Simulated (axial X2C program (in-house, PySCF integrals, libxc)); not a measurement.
**Outer orbitals of SnS⁻ at 2.310 Å, PBE0**

Calculated with an in-house relativistic program for diatomic molecules. Spin-free means the one-electron spin-free X2C Hamiltonian; two-component (2c) means X2C with spin–orbit coupling and atomic mean-field two-electron Coulomb and Gaunt terms, so the difference of the two also holds small scalar two-electron terms. Basis: Sn dyall-acv3z [12s13p10d5f1g], S dyall-av3z [9s8p3d2f] (cores contracted in-house); Gaussian nuclei, density fitting, unrestricted open shells. Masses: Sn 119.902 u, S 31.972 u.

The distance is close to the 2c PBE0 minimum; the highest filled and lowest empty levels are listed.

Spin-free orbitals, state M_S = 1/2, Λ = 1 (beyond evenly filled blocks: π+α) (Löwdin shares):

```
symmetry  occupied  ε (eV)             atomic character
     δ+α       yes  -23.21                    100% Sn d
     δ-α       yes  -23.18                    100% Sn d
      σα       yes  -23.15                     99% Sn d
      σβ       yes  -23.12                     99% Sn d
     δ+β       yes  -23.11                    100% Sn d
     δ-β       yes  -23.11                    100% Sn d
     π+α       yes  -23.08                    100% Sn d
     π-α       yes  -23.06                    100% Sn d
     π-β       yes  -23.03                    100% Sn d
     π+β       yes  -23.03                    100% Sn d
      σα       yes  -13.07    69% S s, 9% Sn s, 9% Sn p
      σβ       yes  -12.95   69% S s, 10% Sn p, 9% Sn s
      σα       yes   -6.77    55% Sn s, 28% S p, 8% S s
      σβ       yes   -6.22    53% Sn s, 31% S p, 8% S s
      σα       yes   -2.19  48% S p, 34% Sn p, 12% Sn s
     π+α       yes   -2.17   71% S p, 22% Sn p, 4% Sn d
      σβ       yes   -1.99  45% S p, 34% Sn p, 15% Sn s
     π-α       yes   -1.91   71% S p, 21% Sn p, 4% Sn d
     π+β       yes   -1.79   74% S p, 16% Sn p, 5% Sn d
     π-β       yes   -1.79   74% S p, 16% Sn p, 5% Sn d
     π+α       yes    0.67  62% Sn p, 15% S p, 11% Sn d
     π-α        no    2.02  65% Sn p, 13% S p, 12% Sn d
     π-β        no    2.58   73% Sn p, 10% Sn d, 9% S p
     π+β        no    2.58   73% Sn p, 10% Sn d, 9% S p
      σα        no    2.62           67% Sn p, 31% Sn s
```

The highest filled level is positive, so this functional does not bind it, and the empty levels of an anion are set by the basis.

Spinors with spin–orbit coupling (state Ω = 1/2):

| ω | occupied | ε (eV) | atomic character | λ mixture |
| --- | --- | --- | --- | --- |
| 3/2 | yes | -23.71 | 100% Sn d | 85% δ, 15% π |
| -3/2 | yes | -23.62 | 100% Sn d | 81% δ, 19% π |
| 1/2 | yes | -23.62 | 99% Sn d | 58% π, 42% σ |
| -1/2 | yes | -23.60 | 99% Sn d | 54% π, 46% σ |
| -5/2 | yes | -22.70 | 100% Sn d | 100% δ |
| 1/2 | yes | -22.63 | 99% Sn d | 58% σ, 42% π |
| 5/2 | yes | -22.62 | 100% Sn d | 100% δ |
| -1/2 | yes | -22.62 | 99% Sn d | 54% σ, 46% π |
| -3/2 | yes | -22.59 | 100% Sn d | 81% π, 19% δ |
| 3/2 | yes | -22.58 | 100% Sn d | 85% π, 15% δ |
| -1/2 | yes | -13.02 | 69% S s, 9% Sn p, 9% Sn s | 100% σ |
| 1/2 | yes | -12.88 | 69% S s, 10% Sn p, 9% Sn s | 100% σ |
| -1/2 | yes | -6.71 | 55% Sn s, 28% S p, 8% S s | 100% σ |
| 1/2 | yes | -6.16 | 53% Sn s, 31% S p, 8% S s | 100% σ |
| 1/2 | yes | -2.18 | 68% S p, 24% Sn p, 3% Sn d | 96% π, 4% σ |
| -1/2 | yes | -2.15 | 48% S p, 34% Sn p, 12% Sn s | 99% σ, 1% π |
| 1/2 | yes | -1.93 | 46% S p, 32% Sn p, 14% Sn s | 95% σ, 5% π |
| -3/2 | yes | -1.83 | 72% S p, 20% Sn p, 4% Sn d | 100% π |
| -1/2 | yes | -1.76 | 73% S p, 17% Sn p, 5% Sn d | 100% π |
| 3/2 | yes | -1.69 | 75% S p, 15% Sn p, 5% Sn d | 100% π |
| 1/2 | yes | 0.62 | 60% Sn p, 16% S p, 11% Sn d | 100% π |
| -3/2 | no | 2.13 | 68% Sn p, 12% S p, 11% Sn d | 100% π |
| -1/2 | no | 2.55 | 71% Sn p, 10% S p, 10% Sn d | 99% π, 1% σ |
| -1/2 | no | 2.64 | 70% Sn p, 28% Sn s | 100% σ |
| 3/2 | no | 2.66 | 76% Sn p, 9% Sn d, 8% S p | 100% π |

The highest filled level is positive, so this functional does not bind it, and the empty levels of an anion are set by the basis.

(1) How does the gap between the highest filled and lowest empty level change from the spin-free to the 2c table?

Mulliken charges and populations of the two-component result (they depend on the basis, above all on diffuse functions):

Sn -0.07 e (s 9.83 p 20.12 d 20.09 f 0.02), S -0.93 e (s 6.00 p 10.87 d 0.06 f 0.01). ⟨Lz⟩ = 1.00 ħ and ⟨Sz⟩ = -0.50 ħ (-0.46 and -0.03 on the two atoms), which add up to Ω.

Occupations by symmetry block were frozen at the best pattern of an incomplete PBE0 search. Density functionals use the spin component along the axis (collinear). The functionals have no current-density term, which raises determinants with orbital currents, atoms included. The highest occupied level of some functionals is positive through self-interaction error; at Hartree–Fock it is bound.

Answers

(1) From 1.35 to 1.51 eV at PBE0, a change of 0.16 eV.
